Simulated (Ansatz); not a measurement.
Program: Ansatz.

Input:

```yaml
crystal:
  periodic: [false, false, false]
  atoms:
    - { symbol: Al, position_ang: [-0.447285, 0.146244, 0.387298] }
    - { symbol: Cl, position_ang: [-2.008903, -0.94439, 1.328689] }
    - { symbol: C, position_ang: [-0.389932, 0.310889, -1.5444] }
    - { symbol: "N", position_ang: [0.641613, 1.007823, 1.479984] }
    - { symbol: H, position_ang: [0.358419, -2.218159, 0.372072] }
    - { symbol: H, position_ang: [1.024749, -1.932684, 0.129354] }
    - { symbol: H, position_ang: [-1.167554, 1.008803, -1.897709] }
    - { symbol: H, position_ang: [0.580665, 0.690122, -1.902518] }
    - { symbol: H, position_ang: [-0.580934, -0.65706, -2.034039] }
    - { symbol: H, position_ang: [0.579999, 0.985687, 2.491722] }
    - { symbol: H, position_ang: [1.409065, 1.602726, 1.189548] }
basis:
  gaussian: { orbitals: def2-SVP }
hamiltonian:
  xc: pbe0
  dispersion: d4
neb:
  order_check: false
  images: 5
  f_tol: 0.03
  max_iterations: 8
  final_atoms:
    - { symbol: H, position_ang: [0.4743953, 2.05651031, 1.38461896] }
    - { symbol: H, position_ang: [1.2142044, 0.88768278, 2.29742745] }
    - { symbol: H, position_ang: [-1.02633445, -0.36468816, -1.93360851] }
    - { symbol: H, position_ang: [0.53075838, 0.35996408, -2.37833652] }
    - { symbol: H, position_ang: [-0.72407243, 1.35999997, -1.61457689] }
    - { symbol: H, position_ang: [1.02571436, -1.58614254, 0.45682566] }
    - { symbol: H, position_ang: [-0.60270911, -2.20601963, 0.87853037] }
    - { symbol: "N", position_ang: [0.77230724, 1.0874895, 1.40696416] }
    - { symbol: C, position_ang: [-0.26174274, 0.35985243, -1.61089478] }
    - { symbol: Cl, position_ang: [-1.85571094, -1.84192194, 0.97320391] }
    - { symbol: Al, position_ang: [0.453092, -0.11272582, 0.13984719] }
  initial_path: idpp
```

Launched with:

```bash
$ ansatz run input.yaml --threads 2 --pin off --max-ram 3072MiB --backend cpu --events-out ev --progress --plain --runs-dir out
```

Does this input run?

The program refused the input.

```
Error: 8 input errors — fix all and re-run
  1. invalid value for `neb.final_atoms`: atom 0 is H but atom 0 of crystal.atoms is Al — the final endpoint must list the same atoms in the same order
  2. invalid value for `neb.final_atoms`: atom 1 is H but atom 1 of crystal.atoms is Cl — the final endpoint must list the same atoms in the same order
  3. invalid value for `neb.final_atoms`: atom 2 is H but atom 2 of crystal.atoms is C — the final endpoint must list the same atoms in the same order
  4. invalid value for `neb.final_atoms`: atom 3 is H but atom 3 of crystal.atoms is N — the final endpoint must list the same atoms in the same order
  5. invalid value for `neb.final_atoms`: atom 7 is N but atom 7 of crystal.atoms is H — the final endpoint must list the same atoms in the same order
  6. invalid value for `neb.final_atoms`: atom 8 is C but atom 8 of crystal.atoms is H — the final endpoint must list the same atoms in the same order
  7. invalid value for `neb.final_atoms`: atom 9 is Cl but atom 9 of crystal.atoms is H — the final endpoint must list the same atoms in the same order
  8. invalid value for `neb.final_atoms`: atom 10 is Al but atom 10 of crystal.atoms is H — the final endpoint must list the same atoms in the same order
```
